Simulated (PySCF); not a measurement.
Ga(H)(Br)(vinyl) (C₂H₄BrGa), SMILES C=[CH][GaH][Br]. Atoms are numbered in the order given.

```xyz
8

Ga    -0.5285     0.5356     0.0000
H     -2.0889     0.7247     0.0000
Br     0.2401    -1.6519     0.0000
C      0.8169     1.9477     0.0000
C      0.4498     3.2472     0.0000
H      1.8912     1.6906     0.0000
H      1.1880     4.0703     0.0000
H     -0.6104     3.5591     0.0000
```

Geometry: PBE-D3(BJ)/def2-SVP. Other conformers were not sampled.

Computed with KT2/pcSseg-1 (PySCF).

GIAO shieldings, no solvent; atoms listed in one row are averaged. δ = σ(ref) − σ: ¹H against TMS (σ = 31.47 ppm); ¹³C against TMS (σ = 185.1 ppm), references at their B3LYP-D3(BJ)/def2-TZVP geometries, non-relativistic (without spin–orbit terms, shifts of atoms bonded to Cl or Br come out too high).

Estimate the chemical shifts. (Estimate from the structure and the level; the computed values follow.)


| nucleus | atoms | count | δ (ppm) |
|---|---|---|---|
| ¹H | H7 | 1 | 7.21 |
| ¹H | H6 | 1 | 7.20 |
| ¹H | H2 | 1 | 6.74 |
| ¹H | H8 | 1 | 6.69 |
| ¹³C | C4 | 1 | 149.4 |
| ¹³C | C5 | 1 | 143.6 |
